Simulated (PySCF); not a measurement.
**Electron correlation in Ne (neon, neutral)**

[Ne], closed-shell 1S. Computed with PySCF 2.14 in aug-cc-pVQZ-DK, with scalar relativity by spin-free X2C-1e. Frozen: 1s2; 8 electrons correlated.

```
  level  correlation energy (mhartree)
   CCSD                        -298.04
    (T)                          -5.96
CCSD(T)                        -304.00
```

Diagnostics: T1 = 0.0069, D1 = 0.0109, largest double amplitude 0.025.

Q: Is a single reference adequate?

A: Yes: T1 lies below 0.03 and no double amplitude reaches 0.07.
